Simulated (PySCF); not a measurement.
# Correlation energy of Au²⁺ (gold, charge +2)

[Xe] 4f14 5d8 6s1, high-spin 4F determinant (an excited configuration). Calculation: PySCF 2.14, in aug-cc-pVTZ-PP with ECP60MDF; scalar relativity through the core potential. Frozen: 5s2 5p6; 9 electrons correlated.

| level | correlation energy (mhartree) |
| --- | --- |
| CCSD | -240.04 |
| (T) | -7.20 |
| CCSD(T) | -247.24 |

Diagnostics: T1 = 0.0055, D1 = 0.0203, largest double amplitude 0.014.

Problem. Is a single reference adequate?

Solution. Yes, within this model without spin-orbit coupling: T1 lies below 0.03 and no double amplitude reaches 0.07.
